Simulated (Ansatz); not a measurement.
## Energy profile

The step: Si₂H₃ClF₂ ([F][Si]([F])([SiH3])[Cl]) + H₂O + HF → SiHClOF₂ ([OH][Si]([F])([F])[Cl]) + SiH₄ + HF; bonds formed: Si1–O7, Si2–H8, H6–F9; bonds broken: Si1–Si2, H6–O7, H8–F9 (atoms numbered as in the saddle structure below).

Si1  (-0.961, 0.147, 0.539)
Si2  (0.991, -1.414, -0.110)
F3  (-2.350, -0.314, -0.090)
F4  (-0.881, -0.986, 1.696)
Cl5  (-1.144, 1.790, 1.746)
H6  (0.393, 1.517, -0.797)
O7  (-0.632, 1.130, -0.986)
H8  (0.998, 0.336, 0.148)
F9  (1.505, 1.444, -0.246)
H10  (1.626, -2.004, 1.084)
H11  (-0.182, -2.199, -0.578)
H12  (1.935, -1.249, -1.240)
H13  (-1.298, 1.802, -1.166)
(Å)

Electronic energies by CCSD(T) at an estimated basis limit (MP2 extrapolated from triple and quadruple zeta, plus CCSD(T) − MP2 in triple zeta), on PBE0-D4/def2-TZVP structures; Si₂H₆ClOF₃, closed shell; no counterpoise correction. Program: Ansatz 0.2.0. Basis: def2-TZVPP and def2-QZVPP. Cores are frozen in the correlated methods. Extrapolation: Hartree–Fock as exp(−7.88 √X), correlation as X^−2.97.

Question: Give the profile in eV, counted from the separated reactants. (Judge from chemistry; the value comes from the calculation.)

Answer: By the calculation:
```
                                                                                                                                                       point      eV
separated: Si₂H₃ClF₂ (linked as [F][Si]([F])([SiH3])[Cl]; Si1, Si2, F3, F4, Cl5, H10, H11, H12; singlet) + H₂O (H6, O7, H13; singlet) + HF (H8, F9; singlet)   0.000
                                                                                                                                             start structure  -0.472
                                                                                                                                                      saddle   1.552
                                                                                                                                               end structure  -1.528
  separated: SiHClOF₂ (linked as [OH][Si]([F])([F])[Cl]; Si1, F3, F4, Cl5, O7, H13; singlet) + SiH₄ (Si2, H8, H10, H11, H12; singlet) + HF (H6, F9; singlet)  -1.216
```

T1 diagnostic: at most 0.013.

For scale, one of the runs: CCSD(T)/def2-TZVPP, 334 basis functions, launched by `ansatz run in.yaml --threads 4 --pin off --events-out ev --progress --plain --max-ram 66560MiB --backend cuda --devices 0, --max-vram 37GiB`. The run took 16 s on 4 CPU threads of an AMD EPYC 7R13 and a share of one NVIDIA H100 (shared host), with 0.84 GiB of host memory at its peak.
